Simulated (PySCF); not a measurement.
**Electron correlation in I (iodine, neutral)**

[Kr] 4d10 5s2 5p5, 2P determinant. All numbers are calculated (PySCF 2.14, a scalar-relativistic core potential, in aug-cc-pVDZ-PP with ECP28MDF). Frozen: 4s2 4p6 4d10; 7 electrons correlated.

MP2 pair energies summed by pair of shells (mhartree):

| pair | energy | share (%) |
| --- | --- | --- |
| 5p-5p | -55.27 | 67.4 |
| 5s-5p | -22.22 | 27.1 |
| 5s-5s | -4.54 | 5.5 |

Total MP2 correlation energy: -82.03 mhartree.

Same-spin part -20.89 and opposite-spin part -61.14 mhartree; SCS-MP2 scales them by 1/3 and 6/5 to -80.33 mhartree.

```tsv
level	correlation energy (mhartree)
CCSD	-95.35
(T)	-1.51
CCSD(T)	-96.86
```

Diagnostics: T1 = 0.0075, D1 = 0.0205, largest double amplitude 0.040.

Problem. Is a single reference adequate?

Solution. Yes, within this model without spin-orbit coupling: T1 lies below 0.03 and no double amplitude reaches 0.07.
